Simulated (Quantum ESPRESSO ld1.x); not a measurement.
These are the eigenvalues of the occupied orbitals of an atom or ion with whole-number occupations (eV). Method: scalar-relativistic Kohn-Sham, PBE, spin-unpolarised, spherical densities, point nucleus; computed with ld1.x of Quantum ESPRESSO 7.5.

orbital  eigenvalue
1s         -78482.2
2s         -13824.8
2p         -11985.1
3s         -3285.88
3p         -2750.25
3d         -2169.78
4s         -740.162
4p         -563.460
4d         -349.287
5s         -128.494
4f         -111.474
5p         -80.0356
5d         -24.8435
6p          -9.6942

Which element is it, and in what charge state? The configuration may be excited.

Answer. Z = 78, platinum, charge +1: Pt+ in [Xe] 4f12 5d9 6p2. The list shows which subshells hold electrons but not how many an open one holds; the 1s level, -2884.2 hartree, gives Z - s = 75.9 by -(Z - s)^2/2, which with screening and relativity narrows Z to a few neighbours, and the depths of the outer levels then fix element, charge and occupations together.
